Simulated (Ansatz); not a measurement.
Wavefunction ladder for `C#[C][Al]([C]#C)[C]#C`

```xyz
10

C     0.605   -2.221   -2.077
C     0.370   -1.352   -1.268
Al   -0.002    0.004   -0.001
C     0.795    1.712   -0.180
C     1.313    2.799   -0.294
C    -1.170   -0.350    1.447
C    -1.917   -0.580    2.371
H     0.812   -2.987   -2.790
H     1.770    3.758   -0.392
H    -2.575   -0.782    3.185
```

Charge 0, multiplicity 1. The geometry is a stationary point of PBE0-D4/def2-TZVP. Frozen core, restricted reference, Ansatz. CBS rows extrapolate triple and quadruple zeta; past MP2 they add the triple-zeta difference.

| basis | HF (Eh) | MP2 corr. |
| --- | --- | --- |
| def2-SVP | -470.48622 | -0.78389 |
| def2-TZVPP | -470.83489 | -0.94945 |
| def2-QZVPP | -470.85049 | -1.01193 |

Question: Estimate the CCSD correlation energy and the (T) correction in each basis where they were run (hartree).

Answer: 
```tsv
basis	CCSD corr.	(T)
def2-SVP	-0.82070	-0.03829
def2-TZVPP	-0.97375	-0.05523
CBS(def2)	-1.08252	as TZ
```
